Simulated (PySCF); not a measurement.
Nb(NH)(F)(NH2)2 (FH₅N₃Nb), SMILES [NH2][Nb](=[NH])([NH2])[F], multiplicity 1.

Geometry: B3LYP-D3(BJ)/def2-SVP. The multiplicity is an assumed one; no other spin state was optimised. The structure was generated by enumeration; whether it is a known compound was not checked. The def2 effective core potentials stand for the cores of Nb; spin–orbit coupling is left out. Other conformers were not sampled.

Method: PBE/def2-TZVP (PySCF).

Isolated molecule, no solvent.

* **total energy**: -324.12413 hartree
* **point group**: Cs
* **highest occupied level**: -6.00 eV
* **lowest empty level**: -1.49 eV
* **orbital gap**: 4.50 eV
* **dipole moment**: 2.49 D
* **quadrupole, principal values (traceless, Buckingham form, about the centre of nuclear charge)**: -11.77, 3.51, 8.26 D·Å
* **mean static polarisability**: 65.9 bohr³ (9.77 Å³)
* **polarisability, principal values**: 56.3, 70.7, 70.9 bohr³
